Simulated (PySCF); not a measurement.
A run for PySCF: D3(BJ) and D4 dispersion corrections on C3H12GaN (a complex), monomers drawn apart or pushed together.

```python
from pyscf import gto
from pyscf.dispersion import dftd3, dftd4

mol = gto.M(
    atom='''
    Ga   -0.74918679    0.40672621    1.71060508
    H    -1.49296131    1.74067304    2.13116659
    H     0.59104748    0.53920122    0.87650540
    H    -1.62811274   -0.89356630    1.49561764
    C    -0.28236928   -0.68457870    6.14572625
    N     0.80761397   -0.50808842    5.17133030
    C     1.57188683   -1.75867073    5.02783331
    C     1.69641008    0.58807123    5.59220012
    H     0.11642382   -0.94328183    7.13291296
    H    -0.94419900   -1.47846467    5.80512692
    H    -0.85289761    0.23926644    6.21836558
    H     2.02580288   -2.04882110    5.98192148
    H     2.35422725   -1.61879408    4.28442176
    H     0.90606512   -2.55040782    4.69004235
    H     2.15364085    0.36716385    6.56310314
    H     2.47872786    0.72274278    4.84781515
    H     1.12156702    1.50916230    5.66590335
    ''',
    basis='def2-svp',
    charge=0, spin=0, verbose=0, max_memory=1800)
d3, d4 = {}, {}
for xc in ['hf', 'pbe', 'blyp', 'revpbe', 'tpss', 'r2scan', 'b3lyp', 'pbe0', 'bhlyp', 'camb3lyp', 'b2plyp']:
    d3[xc] = float(dftd3.DFTD3Dispersion(mol, xc=xc, version='d3bj', atm=False).get_dispersion()['energy'])
    print(f'D3(BJ) {xc:10s} {d3[xc]:14.8f} Eh')
for xc in ['hf', 'pbe', 'blyp', 'revpbe', 'tpss', 'r2scan', 'b3lyp', 'pbe0', 'bhlyp', 'camb3lyp', 'b2plyp']:
    d4[xc] = float(dftd4.DFTD4Dispersion(mol, xc={'camb3lyp': 'cam-b3lyp'}.get(xc, xc), atm=True).get_dispersion()['energy'])
    print(f'D4     {xc:10s} {d4[xc]:14.8f} Eh')
```

Program output:

```
D3(BJ) hf            -0.08016590 Eh
D3(BJ) pbe           -0.01100904 Eh
D3(BJ) blyp          -0.02232373 Eh
D3(BJ) revpbe        -0.02765280 Eh
D3(BJ) tpss          -0.01371741 Eh
D3(BJ) r2scan        -0.00341736 Eh
D3(BJ) b3lyp         -0.01819015 Eh
D3(BJ) pbe0          -0.00951192 Eh
D3(BJ) bhlyp         -0.01379070 Eh
D3(BJ) camb3lyp      -0.00854496 Eh
D3(BJ) b2plyp        -0.00828935 Eh
D4     hf            -0.03872246 Eh
D4     pbe           -0.01083667 Eh
D4     blyp          -0.02358737 Eh
D4     revpbe        -0.03574445 Eh
D4     tpss          -0.01459953 Eh
D4     r2scan        -0.00309331 Eh
D4     b3lyp         -0.01702978 Eh
D4     pbe0          -0.00927233 Eh
D4     bhlyp         -0.01202031 Eh
D4     camb3lyp      -0.00935617 Eh
D4     b2plyp        -0.00767057 Eh
```

The run finished.

Cost: about 0.04 core-seconds (a rough figure).
